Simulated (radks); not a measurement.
Isoelectronic series with 2 electrons, each ion in its NIST ground configuration. Method: scalar-relativistic Kohn-Sham, BLYP, spin-polarised, spherical densities, finite nucleus; Fermi nuclear charge, rms radius of each element as measured or else 0.836 A^(1/3) + 0.57 fm; computed with a radial shooting solver on a logarithmic mesh with Libxc functionals. Total energies (hartree) and orbital eigenvalues (eV):

| ion | configuration | E (hartree) | 1s |
|---|---|---|---|
| Be2+ | [He] | -13.65279 | -132.7061 |
| C4+ | [He] | -32.40463 | -358.3551 |
| O6+ | [He] | -59.17777 | -693.0782 |
| Ne8+ | [He] | -93.99013 | -1137.115 |
| Mg10+ | [He] | -136.86454 | -1690.767 |
| Si12+ | [He] | -187.82902 | -2354.403 |
| S14+ | [He] | -246.91698 | -3128.465 |
| Ar16+ | [He] | -314.16733 | -4013.467 |
| Ca18+ | [He] | -389.62468 | -5010.002 |
| Ti20+ | [He] | -473.33929 | -6118.739 |
| Cr22+ | [He] | -565.36755 | -7340.429 |
| Fe24+ | [He] | -665.77182 | -8675.904 |
| Ni26+ | [He] | -774.62106 | -10126.09 |
| Zn28+ | [He] | -891.99021 | -11691.98 |
| Ge30+ | [He] | -1017.96172 | -13374.68 |
| Se32+ | [He] | -1152.62554 | -15175.40 |
| Kr34+ | [He] | -1296.07847 | -17095.44 |
